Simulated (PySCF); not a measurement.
Isomers of CH10FNSi3. The calculation used TDDFT CAM-B3LYP/def2-SVPD, vertical, gas phase, core orbitals frozen in the response (PySCF 2.14.0, density-fitted response routines). Geometries: GFN2-xTB; one conformer of each isolated species. Triplets are in the Tamm–Dancoff approximation.

Problem. Rank by computed lowest singlet excitation energy, highest first.
A. `CN[SiH2][SiH2][SiH2]F`
B. `F[SiH2]N([SiH3])C[SiH3]`
C. `C[Si@H](N)[SiH2][SiH2]F`
D. `F[Si@@H](C[SiH3])N[SiH3]`
E. `C[Si@H](F)N([SiH3])[SiH3]`
F. `CN[SiH2][Si@H](F)[SiH3]`
G. `F[SiH2][SiH2]N[SiH2]C`

Solution. D (6.59 eV), E (6.45 eV), B (5.81 eV), C (5.64 eV), G (5.46 eV), A (5.26 eV), F (5.05 eV).

| SMILES | S1 (eV) | first f ≥ 0.01 (nm) | f (S1) | α (au) | gap (eV) | LUMO (eV) | S1 mainly |
| --- | --- | --- | --- | --- | --- | --- | --- |
| F[Si@@H](C[SiH3])N[SiH3] | 6.59 | 160 | 0.006 | 97.1 | 9.98 | 0.86 | H→L (81%) |
| C[Si@H](F)N([SiH3])[SiH3] | 6.45 | 176 | 0.001 | 93.4 | 9.73 | 0.88 | H→L (90%) |
| F[SiH2]N([SiH3])C[SiH3] | 5.81 | 180 | 0.005 | 95.6 | 9.03 | 0.81 | H→L (91%) |
| C[Si@H](N)[SiH2][SiH2]F | 5.64 | 220 | 0.021 | 104.8 | 8.47 | -0.16 | H→L (88%) |
| C[SiH2]N[SiH2][SiH2]F | 5.46 | 192 | 0.003 | 99.5 | 8.71 | -0.09 | H→L (94%) |
| CN[SiH2][SiH2][SiH2]F | 5.26 | 236 | 0.015 | 104.6 | 8.11 | -0.08 | H→L (68%) |
| CN[SiH2][Si@H](F)[SiH3] | 5.05 | 216 | 0.003 | 105.4 | 8.07 | -0.29 | H→L (90%) |

H and L stand for HOMO and LUMO.
